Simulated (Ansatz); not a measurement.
`[OH][GeH2][NH][SiH3]`, relaxed with RKS PBE0-D4/def2-TZVP in Ansatz from a PBE-D4/def2-SVP geometry. The force threshold is 0.005 eV/Å; the program also tests the step.

Charge 0, multiplicity 1.

Start:

```xyz
11

O    -2.272   -0.493   -1.218
Ge   -1.346    0.583   -0.106
N     0.054   -0.310    0.706
Si    1.765   -0.201    0.356
H    -1.691   -0.849   -1.916
H    -2.417    0.967    0.939
H    -0.697    1.772   -0.862
H    -0.240   -1.012    1.394
H     2.580    0.134    1.582
H     2.336   -1.481   -0.210
H     1.930    0.891   -0.666
```

Task: By how much does the energy fall, and how many steps does the optimiser take? (An estimate is asked.)

Result: Ansatz gave: 4.92 kJ/mol, in 8 steps.

Task: Which bonds change most? (Estimate.)

Result: Ansatz gave: N3–Si4 from 1.749 to 1.720 Å; O1–Ge2 from 1.803 to 1.780 Å; Si4–H10 from 1.512 to 1.490 Å; Si4–H9 from 1.510 to 1.489 Å.

Task: Give the relaxed structure. (Estimate.)

Result: The calculation gave: 
```xyz
11

O    -2.252   -0.479   -1.189
Ge   -1.322    0.580   -0.101
N     0.060   -0.335    0.674
Si    1.746   -0.194    0.359
H    -1.713   -0.851   -1.891
H    -2.363    0.990    0.945
H    -0.686    1.744   -0.877
H    -0.230   -1.044    1.333
H     2.522    0.153    1.582
H     2.330   -1.452   -0.187
H     1.909    0.887   -0.647
```
